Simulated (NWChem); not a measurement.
C3H7FSi; SMILES C=C[SiH2]CF

```xyz
12

C      0.2348    -2.6708    -0.4158
C      0.3273    -1.6447     0.4390
Si    -0.5862    -0.0268     0.2178
C      0.6537     1.3844    -0.1019
F     -0.0191     2.5850    -0.2127
H     -0.4014    -2.6258    -1.3075
H      0.7856    -3.6063    -0.2650
H      0.9805    -1.7654     1.3143
H     -1.3671     0.3228     1.4438
H     -1.5144    -0.1382    -0.9480
H      1.3895     1.4574     0.7197
H      1.2235     1.2011    -1.0307
```
Atoms are numbered in this order, from 1.

Program: NWChem. Structure relaxed at the PBE0/def2-SVP level. Not confirmed as a minimum by frequencies. GIAO values for the isolated, static molecule; σ is the absolute isotropic shielding, δ = σ(reference) − σ with the isolated reference molecule computed at the same levels (13C: tetramethylsilane, 1H: tetramethylsilane).

For level PBE0/pcSseg-1:

```
Quantity     Value
-----------  -----
δ C4 (ppm)    74.7
δ H9 (ppm)    4.56
δ H10 (ppm)   4.34
δ H11 (ppm)   4.60
δ H12 (ppm)   4.53
```

**Question.** Estimate the same quantities for level BHandHLYP/pcSseg-1.

**Answer.** The δ C4 (ppm) is 73.1 and the δ H9 (ppm) is 4.37. The δ H10 (ppm) is 4.20, the δ H11 (ppm) is 4.44 and the δ H12 (ppm) comes out as 4.37.
